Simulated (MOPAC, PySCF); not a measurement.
H$_{3}$AlO$_{3}$, SMILES `[OH][Al]([OH])[OH]`, neutral singlet in the gas phase. 

Cartesian coordinates (Å):
```xyz
7

O     -1.4204    -0.9087     0.1473
Al     0.0059    -0.0025    -0.0046
O      1.4873    -0.7893    -0.2589
O     -0.0489     1.6900     0.0976
H     -1.4226    -1.8673     0.0930
H      2.3123    -0.3057    -0.3451
H     -0.8710     2.1654     0.2394
```
Charge 0, spin multiplicity 1.

All levels are single points at this geometry (TPSSh-D3(BJ)/def2-TZVP); Pople sets use spherical d functions. Orbital energies aren't observables, and empty levels follow the basis.

| level | HOMO (eV) | LUMO (eV) | gap (eV) | dipole (D) | vertical IE, Delta-SCF (eV) |
|---|---|---|---|---|---|
| PBE-D3(BJ)/def2-TZVP in PySCF | -7.28 | -1.34 | 5.95 | 0.00 | – |
| TPSSh-D3(BJ)/def2-TZVP in PySCF | -8.05 | -0.77 | 7.28 | 0.00 | – |
| B3LYP/3-21G in PySCF | -7.49 | -0.20 | 7.30 | 0.00 | – |
| B3LYP/6-311+G** in PySCF | -8.88 | -1.25 | 7.64 | 0.00 | – |
| B3LYP/6-31G* in PySCF | -8.25 | -0.52 | 7.72 | 0.00 | 10.94 |
| B3LYP/LANL2DZ in PySCF | -8.57 | -0.62 | 7.94 | 0.00 | – |
| BP86/6-31G* in PySCF | -6.88 | -1.02 | 5.86 | 0.00 | – |
| PBE/6-31G* in PySCF | -6.77 | -1.07 | 5.70 | 0.00 | – |
| HF/6-31G* in PySCF | -13.21 | 2.72 | 15.93 | 0.00 | 10.54 |
| HF/STO-3G in PySCF | -8.74 | 10.84 | 19.58 | 0.00 | – |
| AM1 in MOPAC | -11.90 | 0.62 | 12.52 | 0.00 | – |
| PM3 in MOPAC | -11.27 | -0.73 | 10.54 | 0.00 | – |
| PM6 in MOPAC | -11.78 | 1.89 | 13.67 | 0.00 | – |
